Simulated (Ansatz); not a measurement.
Energy needed to pull apart CH$_{4}$B$_{2}$O (SMILES BOB=C), closed shell, into free ground-state atoms, from the structure below (displaced at random from a GFN2-xTB minimum); no zero-point or spin–orbit terms; open-shell atoms are treated unrestricted, in their ground-state multiplicity.

```xyz
8
angstrom
B -1.5393 -1.3135 0.4147
O -0.4982 -0.5321 0.0517
B 0.4478 0.3570 -0.2479
C 1.4798 1.3357 -0.4124
H -2.6125 -0.9044 0.5250
H -1.2569 -2.4768 0.7308
H 1.3345 2.2653 -0.5475
H 2.6895 1.1228 -0.4455
```

Program: Ansatz 0.2.0. Basis: def2-TZVPP. Cores are frozen in the correlated methods.

```json
{"method": "PBE-D4", "atomization energy (kcal/mol)": "773.9"}
{"method": "r2SCAN-D4", "atomization energy (kcal/mol)": "?"}
{"method": "PBE0-D4", "atomization energy (kcal/mol)": "757.0"}
{"method": "BHLYP-D4", "atomization energy (kcal/mol)": "735.2"}
{"method": "CAM-B3LYP-D4", "atomization energy (kcal/mol)": "761.1"}
{"method": "wB97M-V", "atomization energy (kcal/mol)": "757.3"}
{"method": "HF", "atomization energy (kcal/mol)": "568.4"}
{"method": "MP2", "atomization energy (kcal/mol)": "749.1"}
{"method": "CCSD", "atomization energy (kcal/mol)": "?"}
{"method": "CCSD(T)", "atomization energy (kcal/mol)": "730.1"}
```

What does r2SCAN-D4 give? (Judge from chemistry; the value comes from the calculation.)

The calculation gives: 761.3 kcal/mol, which is about 31.1 kcal/mol more than CCSD(T)/def2-TZVPP.

What does CCSD give? (To be estimated.)

Computed: 719.0 kcal/mol, which is about 11.2 kcal/mol less than CCSD(T)/def2-TZVPP.

In triple zeta the MP2 and coupled-cluster atomization energies are still short of their basis limit by a few kcal/mol a bond, whereas those of the functionals are nearly converged, so these differences are not deviations from converged CCSD(T).

T1 diagnostic: at most 0.018.

For scale, one of the runs: CCSD(T)/def2-TZVPP forces, 180 basis functions (an equivalent command: `ansatz run in.yaml --threads 4`). Hardware: 4 CPU threads, shared host. Wall time 120 s; peak host memory 3.5 GiB.
